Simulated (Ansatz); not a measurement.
Basis-set extrapolation for BFH₆SSi₂ (PBE0-D4/def2-TZVP geometry, frozen core, Ansatz 0.2.0). Multiplicity 1, RHF reference.

```csv
,def2-TZVPP,def2-QZVPP
HF,-1103.150219,-1103.185133
MP2 correlation,-0.797861,-0.863767
CCSD(T) correlation,-0.890023,not run
```

Energies in hartree. Use E(X) = E(∞) + A·exp(−7.88·√X) for Hartree–Fock and E(X) = E(∞) + B·X^(−2.97) for correlation, with X = 3 and 4, and add CCSD(T) minus MP2 of the smaller set to the MP2 limit.

Problem. What is the CCSD(T) energy at the basis-set limit?

Solution. HF limit: -1103.185133 + (-0.034914) × 0.13774 = -1103.18994. MP2 limit: -0.863767 + (-0.065906) × 0.74074 = -0.91259. Higher-order term: -0.890023 − (-0.797861) = -0.09216. Total: -1104.19469 hartree, 4.20 eV below CCSD(T)/def2-TZVPP.
